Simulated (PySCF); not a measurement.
Spin states of RbAl

Unrestricted PBE0; basis Rb def2-SVPD with ECP28, Al def2-SVPD; scalar-relativistic core potentials; PySCF 2.14. Outer shells of the fragments: Rb 5s1; Al 3s2 3p1.

Followed along the bond (rough minima from three points):

| 2Ms+1 | unpaired | ⟨S²⟩ at the start | R at minimum (Å) | Te (eV) |
| --- | --- | --- | --- | --- |
| 3 | σ ↑, π ↑ | 2.01 | 3.57 | 0.00 |
| 1 | σ ↓, π ↑ | 1.01 | 3.61 | 0.15 |
| 1 | none | 0.00 | 3.83 | 0.16 |
| 3 | π ↑↑ | 2.01 | 3.18 | 0.48 |
| 1 | π ↑↓ | 1.01 | 3.19 | 0.66 |

Solutions found at the starting distance of 3.255 Å, counted from the lowest of them; the search is not exhaustive and high or unbound solutions are not listed, so other states can lie among these:

| 2Ms+1 | unpaired | term | E (eV) | ⟨S²⟩ | ⟨Lz²⟩ | μ (D) |
| --- | --- | --- | --- | --- | --- | --- |
| 3 | σ ↑, π ↑ | ³Π | 0.00 | 2.01 | 1.01 | -6.98 |
| 1 | σ ↓, π ↑ | mixed | 0.16 | 1.01 | 1.01 | -6.39 |
| 1 | none | ¹Σ⁺ | 0.36 | 0.00 | 0.00 | -4.36 |
| 3 | π ↑↑ | ³Σ⁻ | 0.41 | 2.01 | 0.00 | -10.12 |
| 1 | π ↑↓ | mixed | 0.59 | 1.01 | 2.03 | -10.01 |
| 3 | σ ↑↑ | ³Σ⁺ | 1.07 | 2.01 | 0.00 | 3.51 |
| 1 | none | mixed | 1.21 | 0.00 | 2.00 | -9.23 |
| 3 | π ↑↑ | mixed | 2.32 | 2.01 | 2.01 | 4.72 |
| 1 | σ ↑, δ ↓ | mixed | 2.80 | 1.01 | 4.00 | 0.63 |
| 3 | π ↑, δ ↑ | mixed | 3.00 | 2.01 | 5.01 | 0.32 |

A term symbol is given only where ⟨S²⟩ and ⟨Lz²⟩ are close to those of a pure state; real π, δ and φ orbitals otherwise mix terms. A positive dipole means Rb(−)Al(+).

Spin–orbit coupling is left out. Counting both spins, an empty level lies below a filled one in some of these solutions, because spin and occupation are held.
